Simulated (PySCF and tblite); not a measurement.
Results of a calculation; reference values are marked as such.
Rearrangement: stationary points, barriers and rates

System: C₅H₁₀N₂, numbered as in [CH3:1]/[N:2]=[CH:3]/[CH:4]=[CH:5]/[NH:6][CH3:7].

Motion: shift of H on N6 from N6 to N2. Level: PBE0/pcSseg-1 + D3(BJ) on PBE0-D3(BJ)/def2-SVP stationary points, with GFN2-xTB thermal terms. Rate constants are transition-state-theory values, counting equivalent paths, without tunnelling. Run with tblite and PySCF.

```
 point  symmetry  E(GFN2) kcal/mol  E(DFT) kcal/mol  ZPE change kcal/mol  lowest mode cm⁻¹  dipole D
 start        C1               0.0              0.0                 0.00                76      4.10
saddle        Cs              71.7             70.1                -3.96             1466i      3.59
   end        C1               0.0              0.0                 0.00                76      4.10
```

- Electronic barrier: 70.1 kcal/mol
- Barrier with zero-point energy: 66.1 kcal/mol
- ΔH‡ (298 K): 65.7 kcal/mol
- ΔS‡ (298 K, symmetry apart): -2.5 cal/(mol K)
- Paths: 1 equivalent path
- End point: the same structure with atoms interchanged, or its mirror image
- Cost: 3.8 min on 1 thread of Arm Neoverse V1, on a host shared with other jobs (rough), peak memory 0.84 GiB, launched as `OMP_NUM_THREADS=1 python ens_run.py task.json out`

```json
{"T/K": "400", "ΔG‡ kcal/mol": "66.8", "k s⁻¹": "2.7×10⁻²⁴"}
{"T/K": "500", "ΔG‡ kcal/mol": "67.1", "k s⁻¹": "5×10⁻¹⁷"}
```

ΔG and ΔG‡ leave out symmetry numbers and mirror images; rates count paths: 1 out.

Tunnelling of the moving H, left out here, will speed the real process. In real samples such hydrogens mostly exchange between molecules or through solvent, far faster than by this path.
